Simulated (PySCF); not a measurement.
[Pb(OH)3]+ at several levels of theory

Computed with PySCF 2.14.0 (density fitting, no spin-orbit coupling) at the geometry relaxed with r2SCAN:

```xyz
7
[Pb(OH)3]+ (singlet)
Pb    0.0000    0.0000    0.0635
O     2.0217    0.3477    0.0649
H     2.5113   -0.5017    0.0643
O    -1.3119    1.5771    0.0649
H    -0.8211    2.4257    0.0643
O    -0.7098   -1.9247    0.0649
H    -1.6901   -1.9240    0.0643
```

```csv
level,basis,state,HOMO (eV),gap (eV),charge on Pb1 (e),dipole about the centre of mass (D),largest force component (eV/Å)
r2SCAN,"Pb def2-SVP with ECP60, O def2-SVP, H def2-SVP",singlet,-13.62,2.68,1.26,0.01,0.01
BP86,the same,singlet,-13.28,2.21,1.14,0.01,0.52
PBE,the same,singlet,-13.14,2.20,1.14,0.01,0.48
revPBE,the same,singlet,-13.09,2.23,1.16,0.01,0.61
r2SCAN,"Pb x2c-SVPall, O x2c-SVPall, H x2c-SVPall",singlet,-13.62,2.63,1.31,0.01,0.34
```

Charges are Mulliken's, which hang on the basis. The relaxation used the grid (50, 194), these runs (75, 302) or, all-electron (x2c bases, spin-free X2C Hamiltonian), (99, 590).

What does PBE0 with Pb def2-SVP with ECP60, O def2-SVP, H def2-SVP give here?

state singlet, HOMO (eV) -15.01, gap (eV) 4.84, charge on Pb1 (e) 1.29, dipole about the centre of mass (D) 0.01, largest force component (eV/Å) 0.34. Time: 7.3 s on 2 threads of AMD EPYC 7571, with other jobs on the host, from an already converged density.

In the first row's basis the gap widens with exact exchange: 2.2 to 2.7 eV for PBE, BP86, revPBE, r2SCAN (none); 4.8 eV for PBE0 (a fixed share).

No frequency check is given that shows the relaxed geometry to be a minimum.
